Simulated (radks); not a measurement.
The mean radii <r> (bohr) of the occupied orbitals of an atom or ion are listed with their occupations. Calculated with a radial shooting solver on a logarithmic mesh with Libxc functionals: non-relativistic Kohn-Sham, MS2 meta-GGA, spin-polarised, spherical densities, point nucleus; meta-GGA in the generalised Kohn-Sham scheme.

orbital  occ.      <r>
1s          2  0.05287
2s          2   0.2379
2p          6   0.2078
3s          2   0.7209
3p          6   0.7544
3d         10    1.009

Name the element and its charge. Open shells, if any, are filled with parallel spins first.

Answer. Z = 29, copper, charge +1: Cu+ in [Ar] 3d10. The 1s radius gives Z: for a bare nucleus <r> = 1.5/Z, 0.05172 bohr for Z = 29, and screening makes it slightly larger (0.05287 here). The occupations add up to 28, and the charge is Z minus that.
